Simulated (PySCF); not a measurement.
## Dipole response of Co (cobalt, neutral)

[Ar] 3d7 4s2, high-spin 4F determinant. Computed with PySCF 2.14 in aug-cc-pVDZ-DK, with scalar relativity by spin-free X2C-1e. Coupled (time-dependent) response in atomic units; α is the mean over directions. A double-zeta set is small for polarisabilities.

```json
{"method": "BP86", "mean α (bohr³)": "51.52", "C₆ (like pair)": "426.1", "S(−4)": "1393"}
```

S(−4) is the Cauchy moment in α(ω) = α(0) + S(−4) ω² + …

Reference α: 55 ± 4 bohr³ (recommended; Schwerdtfeger and Nagle, table of static dipole polarizabilities (2023 update)). Published C₆: 408.0 (Chu and Dalgarno (2004); Tang, Norbeck and Certain (1976)).

α(iu) at BP86:

| u (hartree) | α(iu) (bohr³) |
| --- | --- |
| 0 | 51.52 |
| 0.0500 | 48.30 |
| 0.100 | 40.95 |
| 0.200 | 26.41 |
| 0.300 | 17.40 |
| 0.500 | 9.229 |
| 0.750 | 5.457 |
| 1.00 | 3.773 |
| 1.50 | 2.235 |
| 2.00 | 1.522 |
| 3.00 | 0.8652 |
| 5.00 | 0.4040 |

A single London oscillator, α(iu) = α/(1 + u²/ω²), gives C₆ = (3/4) ω α². Matching the computed C₆ needs ω = 4 × 426.1 / (3 × 51.52²) = 0.214 hartree.
